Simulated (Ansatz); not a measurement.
`[BH2][InH][F]` + H–F → `[F][InH][F]` + BH₃ at 500 K and 1 bar (cleavage of the In–B bond).

Computed with Ansatz on PBE0-D4/def2-TZVP structures; ΔE is electronic, products minus reactants. CBS: MP2 limit from def2 TZ/QZ plus the TZ coupled-cluster correction, frozen cores. This one scheme is used for every species. Elements past krypton have def2 core potentials. For In outer-core shells are correlated without core-valence functions, which leaves a few kJ/mol of doubt a bond.

```csv
species,CCSD(T)/CBS energy (Eh),H − E (kJ/mol),S (J/(mol·K))
`[BH2][InH][F]`,-316.18078,105.5,359.9
H–F,-100.39570,39.4,188.7
`[F][InH][F]`,-390.04654,52.1,326.1
BH₃,-26.55200,86.8,208.8
```

H − E and S are ideal-gas, rigid-rotor, harmonic terms from PBE0-D4/def2-TZVP. 1 Eh = 2625.50 kJ/mol, R = 8.31446 J/(mol·K).

Q: By hand: ΔE, ΔH, ΔS and ΔG.

A: ΔE = (-390.04654) + (-26.55200) − (-316.18078) − (-100.39570) = -0.02206 Eh = -57.9 kJ/mol. Δ(H − E) = 52.1 + 86.8 − 105.5 − 39.4 = -6.0, so ΔH = -63.9 kJ/mol. ΔS = 326.1 + 208.8 − 359.9 − 188.7 = -13.7 J/(mol·K). ΔG = -63.9 − 500 × (-13.7)/1000 = -57.0 kJ/mol.

Q: By hand: the equilibrium constant, and the temperature at which ΔG would vanish if ΔH and ΔS stayed fixed.

A: log₁₀ K = −ΔG/(RT ln 10) = 6.0. ΔG = 0 at ΔH/ΔS = 4664 K, far beyond where these terms or the molecules hold.

The number of gas molecules stays the same, so ΔS is small and ΔH decides. A doubt of 5 kJ/mol in ΔE shifts log₁₀ K by 0.5 here. These are equilibria of isolated gas molecules and say nothing of rates. Largest T1 diagnostic: 0.017 (customary marks: 0.02 for closed shells, 0.045 for open ones).
